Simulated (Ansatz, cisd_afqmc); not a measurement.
Species: Ni, charge 0, triplet.

Property: first ionisation energy (Ni+ (doublet) against Ni (triplet)), in eV. Radicals and triplets start from unrestricted determinants; spin-orbit coupling is neglected. The -DK rows use spin-free X2C, correlate 3s3p of the metal (1s2s2p frozen) and give its partners the cc-pVXZ-DK valence sets. AFQMC is phaseless with a CISD trial state; ± is one standard error, without the phaseless bias. Outlying blocks are dropped, and bars are widened where a walk drifts. Over all cases where full CI ran beside it in this data, AFQMC minus full CI had a median of +0.1 mEh and passed +0.4 mEh in a tenth of the cases. CBS(X,Y): correlation extrapolated as X^-3, Hartree-Fock from the larger set. A bracket is a step between two methods taken in the basis named. Functionals run without relativity, which enters their misses. Open-shell metal atoms are single determinants, not pure terms.

```
level                                                                                     program  first ionisation energy (eV)  difference against the last row
----------------------------------------------------------------------------  -------------------  ----------------------------  -------------------------------
HF/aug-cc-pwCVTZ-DK                                                                        Ansatz                          8.23                             0.62
r2SCAN/def2-TZVPD                                                                          Ansatz                          7.94                             0.33
B3LYP/def2-TZVPD                                                                           Ansatz                          7.89                             0.28
PBE0/def2-TZVPD                                                                            Ansatz                          7.64                             0.03
wB97X-V/def2-TZVPD                                                                         Ansatz                          7.34                            -0.27
MP2/aug-cc-pwCVQZ-DK                                                                       Ansatz                          6.45                            -1.16
MP2/CBS(cc-pwCVTZ-DK,cc-pwCVQZ-DK)                                                         Ansatz                          6.39                            -1.22
CCSD/cc-pwCVTZ-DK                                                                          Ansatz                          7.67                             0.06
CCSD/aug-cc-pwCVQZ-DK                                                                      Ansatz                          7.66                             0.05
CCSD(T)/aug-cc-pwCVTZ-DK                                                                   Ansatz                          7.70                             0.09
CCSD(T)/cc-pwCVQZ-DK                                                                       Ansatz                          7.62                             0.01
CCSDT(Q)/cc-pwCVTZ-DK                                                                      Ansatz                          7.68                             0.07
AFQMC/CISD/cc-pwCVTZ-DK                                                                cisd_afqmc                   7.62 ± 0.02                             0.01
CCSD(T)/CBS(cc-pwCVTZ-DK,cc-pwCVQZ-DK) + [AFQMC/CISD - CCSD(T)]/cc-pwCVTZ-DK  Ansatz + cisd_afqmc                   7.55 ± 0.02                            -0.06
CCSD(T)/CBS(cc-pwCVTZ-DK,cc-pwCVQZ-DK) + [CCSDT(Q) - CCSD(T)]/cc-pwCVTZ-DK                 Ansatz                          7.61                             0.00
```

Ansatz is an electronic-structure program.
